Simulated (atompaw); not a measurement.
## Cutoff test, germanium, PAW (atompaw)

```
Element                 : germanium (Ge)
Generator               : atompaw 4.2.0.5
Type                    : PAW
Functional              : PBE
Relativity              : scalar-relativistic
Frozen core             : [Ne] 3s2
Valence charge          : 20
Reference configuration : 3p6 3d10 4s2 4p2
Partial waves           : 4s (bound); 4s channel at 3.55 Ry; 3p (bound); 4p (bound); 3d (bound); 3d channel at 0.95 Ry
Local potential         : bessel scheme, radius 1.50 bohr
Core correction         : smooth core density matched at 1.80 bohr
Augmentation charge     : besselshape compensation charge, radius 1.85 bohr; PAW radius 2.15 bohr; waves and projectors: bloechl
```

The pseudo-atom Hamiltonian at the reference potential is diagonalised in spherical Bessel functions j_l(qr) that vanish at 20 bohr, with q² up to the cutoff. All-electron valence levels (Ry): 4s -0.8622, 3p -8.4979, 4p -0.2863, 3d -2.1543.

How do the lowest levels (Ry) of each channel move with the cutoff, and are there ghosts?

```json
{"cutoff (Ry)": "8", "s #1": "-0.8575", "p #1": "-7.6105", "p #2": "-0.0654", "p #3": "0.0531", "d #1": "-1.4224", "f #1": "0.1080", "Σ f·Δε (mRy)": "13094.8"}
{"cutoff (Ry)": "12", "s #1": "-0.8615", "p #1": "-8.0887", "p #2": "-0.0921", "p #3": "0.0463", "d #1": "-1.8667", "f #1": "0.1080", "Σ f·Δε (mRy)": "5721.7"}
{"cutoff (Ry)": "21", "s #1": "-0.8622", "p #1": "-8.3981", "p #2": "-0.1610", "p #3": "0.0352", "d #1": "-2.0980", "f #1": "0.1080", "Σ f·Δε (mRy)": "1412.4"}
{"cutoff (Ry)": "30", "s #1": "-0.8622", "p #1": "-8.4782", "p #2": "-0.2443", "p #3": "0.0269", "d #1": "-2.1382", "f #1": "0.1080", "Σ f·Δε (mRy)": "363.7"}
{"cutoff (Ry)": "40", "s #1": "-0.8622", "p #1": "-8.4944", "p #2": "-0.2778", "p #3": "0.0244", "d #1": "-2.1519", "f #1": "0.1080", "Σ f·Δε (mRy)": "62.8"}
{"cutoff (Ry)": "50", "s #1": "-0.8622", "p #1": "-8.4974", "p #2": "-0.2851", "p #3": "0.0238", "d #1": "-2.1540", "f #1": "0.1080", "Σ f·Δε (mRy)": "9.2"}
{"cutoff (Ry)": "70", "s #1": "-0.8622", "p #1": "-8.4979", "p #2": "-0.2863", "p #3": "0.0238", "d #1": "-2.1543", "f #1": "0.1080", "Σ f·Δε (mRy)": "0.3"}
{"cutoff (Ry)": "90", "s #1": "-0.8622", "p #1": "-8.4979", "p #2": "-0.2863", "p #3": "0.0238", "d #1": "-2.1543", "f #1": "0.1080", "Σ f·Δε (mRy)": "0.0"}
{"cutoff (Ry)": "400", "s #1": "-0.8622", "p #1": "-8.4979", "p #2": "-0.2863", "p #3": "0.0238", "d #1": "-2.1543", "f #1": "0.1080", "Σ f·Δε (mRy)": "0.0"}
```

Result: no extra level below or beside the all-electron valence levels (s, p, d, f tested); 10 mRy is reached at 50 Ry and 1 mRy at 70 Ry.
